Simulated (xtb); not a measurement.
xtb input (GFN2-xTB):

```bash
xtb mol.xyz --gfn 2 --sp --chrg 1 --uhf 0
```
mol.xyz:
```
2

Cd    -0.00000000    -0.00000000    -0.03670422
H      0.00000000     0.00000000     1.76180242
```

End of the output:

```
         :::::::::::::::::::::::::::::::::::::::::::::::::::::
         ::                     SUMMARY                     ::
         :::::::::::::::::::::::::::::::::::::::::::::::::::::
         :: total energy              -0.565529393079 Eh    ::
         :: gradient norm              0.028271292467 Eh/a0 ::
         :: HOMO-LUMO gap              4.011252564971 eV    ::
         ::.................................................::
         :: SCC energy                -0.566560937281 Eh    ::
         :: -> isotropic ES            0.192140749452 Eh    ::
         :: -> anisotropic ES         -0.008510629765 Eh    ::
         :: -> anisotropic XC          0.001230159081 Eh    ::
         :: -> dispersion             -0.000138032682 Eh    ::
         :: repulsion energy           0.001031544202 Eh    ::
         :: add. restraining           0.000000000000 Eh    ::
         :: total charge               1.000000000000 e     ::
         :::::::::::::::::::::::::::::::::::::::::::::::::::::

           -------------------------------------------------
          |                Property Printout                |
           -------------------------------------------------

    * Orbital Energies and Occupations

         #    Occupation            Energy/Eh            Energy/eV
      -------------------------------------------------------------
         1        2.0000           -0.7668345             -20.8666 (HOMO)
         2                         -0.6194237             -16.8554 (LUMO)
         3                         -0.3978388             -10.8257
         4                         -0.3978388             -10.8257
         5                         -0.0997586              -2.7146
      -------------------------------------------------------------
                  HL-Gap            0.1474108 Eh            4.0113 eV
             Fermi-level           -0.6931291 Eh          -18.8610 eV

     #   Z          covCN         q      C6AA      α(0)
     1  48 Cd       0.831     0.694   362.818    43.488
     2   1 H        0.831     0.306     0.698     1.310

 Mol. C6AA /au·bohr⁶  :        393.940223
 Mol. C8AA /au·bohr⁸  :      34956.516392
 Mol. α(0) /au        :         44.798020

Wiberg/Mayer (AO) data.
largest (>0.10) Wiberg bond orders for each atom

 ---------------------------------------------------------------------------
     #   Z sym  total        # sym  WBO       # sym  WBO       # sym  WBO
 ---------------------------------------------------------------------------
     1  48 Cd   0.906 --     2 H    0.906
     2   1 H    0.906 --     1 Cd   0.906
 ---------------------------------------------------------------------------

Topologies differ in total number of bonds
Writing topology from bond orders to xtbtopo.mol

molecular dipole:
                 x           y           z       tot (Debye)
 q only:        0.000       0.000       0.972
   full:       -0.000      -0.000      -0.053       0.136
Note: The following floating-point exceptions are signalling: IEEE_DENORMAL
normal termination of xtb
molecular quadrupole (traceless):
                xx          xy          yy          xz          yz          zz
 q only:       -1.699       0.000      -1.699       0.000       0.000       3.399
  q+dip:       -2.387       0.000      -2.387      -0.000      -0.000       4.774
   full:       -1.213      -0.000      -1.213      -0.000      -0.000       2.426

           -------------------------------------------------
          | TOTAL ENERGY               -0.565529393079 Eh   |
          | GRADIENT NORM               0.028271292467 Eh/α |
          | HOMO-LUMO GAP               4.011252564971 eV   |
           -------------------------------------------------

------------------------------------------------------------------------
------------------------------------------------------------------------
 total:
 SCF:
```

This state (charge 1, singlet) is run at the relaxed geometry of the species with charge 0 and multiplicity 2.
